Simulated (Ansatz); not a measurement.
Program: Ansatz. Geometries: PBE0-D4/def2-TZVP. ΔE: electronic, gas phase. CCSD(T)/CBS adds triple-zeta CCSD(T) − MP2 to the extrapolated MP2 energy (def2 sets, frozen cores). DFT in def2-TZVPP. For Br, Ga outer-core shells are correlated without core-valence functions, which leaves a few kJ/mol of doubt a bond. Scalar relativity is left out up to krypton.

Consider the ligand exchange at a Ga–C bond: `C=[C]([SiH3])[GaH2]` + HBr → `[GaH2][Br]` + `C=C[SiH3]`.

`C=[C]([SiH3])[GaH2]`:

Cartesian coordinates in Å:
```
C -0.753 1.381 -0.186
C -0.048 0.256 -0.012
Si -0.857 -1.406 -0.207
Ga 1.848 0.471 0.451
H -0.310 2.371 -0.080
H -1.813 1.377 -0.446
H -0.756 -2.184 1.059
H -0.172 -2.196 -1.267
H -2.295 -1.252 -0.568
H 2.369 1.948 0.577
H 2.786 -0.766 0.679
```

HBr:

Cartesian coordinates in Å:
```
Br 0.675 -0.221 0.019
H -0.675 0.221 -0.019
```

`[GaH2][Br]`:

Z-matrix (Å, degrees):
```
Ga
Br 1 2.294
H 1 1.557 2 115.4
H 1 1.557 2 115.4 3 -180.0
```

`C=C[SiH3]`:

Z-matrix (Å, degrees):
```
Si
C 1 1.859
H 1 1.488 2 110.8
H 1 1.487 2 109.0 3 -120.3
H 1 1.488 2 110.8 3 119.3
C 2 1.330 1 123.1 3 120.2
H 2 1.089 1 118.8 3 -59.8
H 6 1.087 2 122.2 1 -180.0
H 6 1.087 2 121.7 1 0.0
```

Problem. Is it downhill or uphill in electronic energy at CCSD(T)/CBS, and by how much? (Estimate.)

Solution. Ansatz gave: Downhill: ΔE = -133.2 kJ/mol.

Problem. What do these levels give: r2SCAN-D4, ωB97X-V, ωB97M-V, revPBE, CCSD/def2-SVP, CCSD(T)/def2-SVP? (Best estimate.)

Solution. The calculation gave: r2SCAN-D4 -141.4, ωB97X-V -139.9, ωB97M-V -139.1, revPBE -141.4, CCSD/def2-SVP -138.8, CCSD(T)/def2-SVP -135.4 kJ/mol.

Problem. What do rigid-rotor, harmonic-oscillator terms from PBE0-D4/def2-TZVP frequencies (298.15 K, 1 bar) make of the CCSD(T)/CBS value? (Estimate.)

Solution. Computed: ΔZPE = +12.1 kJ/mol, ΔH = -123.9 kJ/mol, ΔS = 11 J/(mol·K), ΔG = -127.2 kJ/mol.

Largest T1 diagnostic among the species: 0.013.

From PBE to PBE0 (25 % exact exchange), in def2-TZVPP and without D4, ΔE moves by −4.5 kJ/mol. In def2-TZVPP, CCSD(T) changes the Hartree–Fock value by +30.6 kJ/mol (the triples alone add +3.9 kJ/mol) and MP2 by +31.3 kJ/mol.
